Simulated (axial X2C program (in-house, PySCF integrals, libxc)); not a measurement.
**Outer orbitals of GaF at 1.788 Å, PBE0**

Computed with an in-house relativistic program for diatomic molecules. Spin-free means the one-electron spin-free X2C Hamiltonian; two-component (2c) means X2C with spin–orbit coupling and atomic mean-field two-electron Coulomb and Gaunt terms, so the difference of the two also holds small scalar two-electron terms. Basis: Ga dyall-cv3z [9s9p7d4f1g], F dyall-av3z [7s6p3d2f] (cores contracted in-house); Gaussian nuclei, density fitting, unrestricted open shells. Masses: Ga 68.926 u, F 18.998 u.

The distance is close to the 2c PBE0 minimum; the highest filled and lowest empty levels are listed.

Spin-free orbitals, state M_S = 0, Λ = 0 (closed shell) (Löwdin shares):

```tsv
symmetry	occupied	ε (eV)	atomic character
σα	yes	-31.07	84% F s, 7% Ga d, 5% Ga p
δ-α	yes	-22.65	100% Ga d
δ+α	yes	-22.65	100% Ga d
π-α	yes	-22.52	99% Ga d
π+α	yes	-22.52	99% Ga d
σα	yes	-22.41	96% Ga d
σα	yes	-12.42	73% F p, 22% Ga s, 2% F s
π+α	yes	-10.48	92% F p, 4% Ga p, 3% Ga d
π-α	yes	-10.48	92% F p, 4% Ga p, 3% Ga d
σα	yes	-7.97	52% Ga s, 23% F p, 18% Ga p
π+α	no	-1.42	86% Ga p, 8% F p, 3% Ga d
π-α	no	-1.42	86% Ga p, 8% F p, 3% Ga d
σα	no	0.34	76% Ga p, 11% Ga d, 6% F s
σα	no	1.82	78% Ga s, 10% F p, 6% Ga p
```

One partner of each degenerate Kramers or spin pair is listed.

Spinors with spin–orbit coupling (state Ω = 0):

```json
{"ω": "1/2", "occupied": "yes", "ε (eV)": "-31.07", "atomic character": "84% F s, 7% Ga d, 5% Ga p", "λ mixture": "100% σ"}
{"ω": "3/2", "occupied": "yes", "ε (eV)": "-22.90", "atomic character": "100% Ga d", "λ mixture": "88% δ, 12% π"}
{"ω": "1/2", "occupied": "yes", "ε (eV)": "-22.74", "atomic character": "98% Ga d", "λ mixture": "71% π, 29% σ"}
{"ω": "5/2", "occupied": "yes", "ε (eV)": "-22.49", "atomic character": "100% Ga d", "λ mixture": "100% δ"}
{"ω": "3/2", "occupied": "yes", "ε (eV)": "-22.37", "atomic character": "99% Ga d", "λ mixture": "88% π, 12% δ"}
{"ω": "1/2", "occupied": "yes", "ε (eV)": "-22.29", "atomic character": "97% Ga d", "λ mixture": "71% σ, 29% π"}
{"ω": "1/2", "occupied": "yes", "ε (eV)": "-12.42", "atomic character": "73% F p, 22% Ga s, 2% F s", "λ mixture": "100% σ"}
{"ω": "1/2", "occupied": "yes", "ε (eV)": "-10.50", "atomic character": "92% F p, 4% Ga p, 3% Ga d", "λ mixture": "100% π"}
{"ω": "3/2", "occupied": "yes", "ε (eV)": "-10.46", "atomic character": "92% F p, 4% Ga p, 3% Ga d", "λ mixture": "100% π"}
{"ω": "1/2", "occupied": "yes", "ε (eV)": "-7.96", "atomic character": "52% Ga s, 23% F p, 18% Ga p", "λ mixture": "100% σ"}
{"ω": "1/2", "occupied": "no", "ε (eV)": "-1.45", "atomic character": "86% Ga p, 8% F p, 3% Ga d", "λ mixture": "100% π"}
{"ω": "3/2", "occupied": "no", "ε (eV)": "-1.39", "atomic character": "86% Ga p, 8% F p, 3% Ga d", "λ mixture": "100% π"}
{"ω": "1/2", "occupied": "no", "ε (eV)": "0.35", "atomic character": "76% Ga p, 11% Ga d, 6% F s", "λ mixture": "100% σ"}
{"ω": "1/2", "occupied": "no", "ε (eV)": "1.82", "atomic character": "78% Ga s, 10% F p, 6% Ga p", "λ mixture": "100% σ"}
```

One partner of each degenerate Kramers or spin pair is listed.

(1) How does the gap between the highest filled and lowest empty level change from the spin-free to the 2c table?

Mulliken charges and populations of the two-component result (they depend on the basis, above all on diffuse functions):

Ga 0.59 e (s 7.95 p 12.41 d 10.05 f 0.01), F -0.59 e (s 3.97 p 5.60 d 0.01).

The state is a single determinant with fixed occupations, the lowest that a limited PBE0 search found.

## Answers

(1) From 6.55 to 6.51 eV at PBE0, a change of -0.04 eV.
